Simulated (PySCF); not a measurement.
**Electron correlation in Cd²⁺ (cadmium, charge +2)**

[Kr] 4d10, closed-shell 1S. Computed with PySCF 2.14 in def2-QZVPPD with the def2 core potential (28 electrons) (7s5p4d4f2g, 88 functions), with a scalar-relativistic core potential. Frozen: nothing; 18 electrons correlated.

| level | correlation energy (mhartree) |
| --- | --- |
| CCSD | -661.68 |
| (T) | -16.25 |
| CCSD(T) | -677.93 |

Diagnostics: T1 = 0.0033, D1 = 0.0061, largest double amplitude 0.015.

Question: Is a single reference adequate?

Answer: Yes, within this model without spin-orbit coupling: T1 lies below 0.03 and no double amplitude reaches 0.07.

The basis has no tight functions for the innermost shells, so their pair energies are far from complete.

This basis was not built for core-valence correlation, so the inner-shell part is incomplete.
